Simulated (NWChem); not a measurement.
Species: C3H4Cl2; SMILES C1C(Cl)(C1)Cl

```xyz
9

Cl    -1.4668     0.0000     0.7566
C      0.0000     0.0000    -0.2132
Cl     1.4668     0.0000     0.7566
C      0.0000    -0.7554    -1.4976
C      0.0000     0.7554    -1.4976
H      0.9235    -1.2736    -1.7675
H     -0.9235    -1.2736    -1.7675
H      0.9235     1.2736    -1.7675
H     -0.9235     1.2736    -1.7675
```
Atoms are numbered in this order, from 1.

Results from NWChem. Pople sets run with spherical d functions. Structure relaxed at the PBE0/def2-SVP level. GIAO values for the isolated, static molecule; σ is the absolute isotropic shielding, δ = σ(reference) − σ with the isolated reference molecule computed at the same levels (13C: tetramethylsilane, 1H: tetramethylsilane).

```tsv
level	σ Cl1 (ppm)	δ C2 (ppm)	δ C4 (ppm)	δ H6 (ppm)
BHandHLYP/pcSseg-1	684.1	65.5	23.6	1.29
Hartree-Fock/6-31G*	778.3	49.7	19.4	1.32
LDA (Slater exchange, VWN5)/pcSseg-1	…	…	…	…
B3LYP/6-311G**	661.4	72.5	25.7	1.20
```

Task: Some entries are withheld; supply them.

Result: 
- LDA (Slater exchange, VWN5)/pcSseg-1, σ Cl1 (ppm): 613.5
- LDA (Slater exchange, VWN5)/pcSseg-1, δ C2 (ppm): 79.8
- LDA (Slater exchange, VWN5)/pcSseg-1, δ C4 (ppm): 27.1
- LDA (Slater exchange, VWN5)/pcSseg-1, δ H6 (ppm): 1.38
